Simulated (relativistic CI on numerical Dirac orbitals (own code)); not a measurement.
# d5 in a ligand field

Computed with a parametric ligand-field model of a d^n configuration (Racah B and C, spin-orbit zeta, crystal field), exact diagonalisation.

Field parameters in Wybourne normalisation: Oh B⁴₀ = 21Dq, B⁴₄ = √(5/14) B⁴₀. The field is a parameter set, without covalency.

(1) Ground term and bands for B = 330, C = 1300, ζ = 0 cm⁻¹, Oh, 10Dq = 990 cm⁻¹?

(2) Ground term and bands for B = 330, C = 1300, ζ = 0 cm⁻¹, Oh, 10Dq = 8250 cm⁻¹?

(3) Ground term and bands for B = 330, C = 1300, ζ = 0 cm⁻¹, Oh, 10Dq = 3630 cm⁻¹?

(4) Ground term and bands for B = 330, C = 1300, ζ = 0 cm⁻¹, Oh, 10Dq = 14190 cm⁻¹?

(5) Ground term and bands for B = 330, C = 1300, ζ = 0 cm⁻¹, Oh, 10Dq = 12210 cm⁻¹?

Results:

(1) Ground term 6A1 with 2.00 electrons in the two orbitals of the cubic e set. Spin-allowed: none. Lowest spin-forbidden: 4T1 9385 cm⁻¹ (1066 nm), 4T2 9734 cm⁻¹ (1027 nm), 4A1+E 9800 cm⁻¹ (1020 nm). A high-spin d5 ion has no spin-allowed d-d band, hence its pale colour.

(2) Ground term 6A1 with 2.00 electrons in the two orbitals of the cubic e set. Spin-allowed: none. Lowest spin-forbidden: 2T2 416 cm⁻¹, 4T1 2617 cm⁻¹, 4T2 4938 cm⁻¹ (2025 nm). A high-spin d5 ion has no spin-allowed d-d band, hence its pale colour.

(3) Ground term 6A1 with 2.00 electrons in the two orbitals of the cubic e set. Spin-allowed: none. Lowest spin-forbidden: 4T1 7081 cm⁻¹ (1412 nm), 4T2 8749 cm⁻¹ (1143 nm), 2T2 9157 cm⁻¹ (1092 nm). A high-spin d5 ion has no spin-allowed d-d band, hence its pale colour.

(4) Ground term 2T2 with 0.04 electrons in the two orbitals of the cubic e set. Spin-allowed: 2A2 12498 cm⁻¹ (800 nm), 2T1 12618 cm⁻¹ (793 nm), 2T2 13505 cm⁻¹ (740 nm), 2E 14226 cm⁻¹ (703 nm). Lowest spin-forbidden: 4T1 7920 cm⁻¹ (1263 nm), 4T2 10409 cm⁻¹ (961 nm), 6A1 11166 cm⁻¹ (896 nm).

(5) Ground term 2T2 with 0.04 electrons in the two orbitals of the cubic e set. Spin-allowed: 2A2 10576 cm⁻¹ (946 nm), 2T1 10696 cm⁻¹ (935 nm), 2T2 11545 cm⁻¹ (866 nm), 2E 12272 cm⁻¹ (815 nm). Lowest spin-forbidden: 4T1 5999 cm⁻¹ (1667 nm), 6A1 7284 cm⁻¹ (1373 nm), 4T2 8454 cm⁻¹ (1183 nm).
